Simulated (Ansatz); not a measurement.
Molecule: C₂H₈N₂, charge 0, multiplicity 1. SMILES: C(CN)N
Structure (B3LYP-D3(BJ)/def2-TZVP (Ansatz, a first-principles code) minimum search):
```xyz
12

N      1.8004     0.4329    -0.2539
C      0.5735     0.1334     0.4836
C     -0.5515    -0.2148    -0.4799
N     -1.7787    -0.5130     0.2575
H      2.5813     0.5552     0.3786
H      1.7040     1.2957    -0.7773
H      0.2389     0.9548     1.1379
H      0.7571    -0.7273     1.1290
H     -0.2619    -1.1016    -1.0463
H     -0.6612     0.6050    -1.2084
H     -2.5003    -0.8544    -0.3651
H     -2.1418     0.3214     0.7042
```

Wanted: atomisation energy (electronic, to ground-state atoms), in kcal/mol. Cores are frozen in the correlated levels unless marked. UHF or UKS for open shells. Spin-orbit coupling is left out. No relativistic terms. The coupled-cluster limit lacks core correlation, which all-electron functionals hold. Basis-set limits of correlation are two-point, X^-3; Hartree-Fock from the larger set. [CCSD(T)-MP2]/basis is that difference in the basis named.

```json
[
 {"level": "HF/STO-3G", "program": "Ansatz", "atomisation energy (kcal/mol)": "848.5"},
 {"level": "PBE-D4/def2-TZVPD", "program": "Ansatz + dftd4", "atomisation energy (kcal/mol)": "1066.7"},
 {"level": "BLYP-D3(BJ)/def2-TZVPD", "program": "Ansatz + dftd3", "atomisation energy (kcal/mol)": "1047.3"},
 {"level": "r2SCAN/def2-TZVPD", "program": "Ansatz", "atomisation energy (kcal/mol)": "1036.1"}
]
```

**Question.** Predict the RI-MP2/CBS(aug-cc-pVTZ,aug-cc-pVQZ)+[CCSD(T)-MP2]/aug-cc-pVTZ result (Ansatz).

**Answer.** 1043.8 kcal/mol, so r2SCAN/def2-TZVPD differs from it by -7.7 kcal/mol.
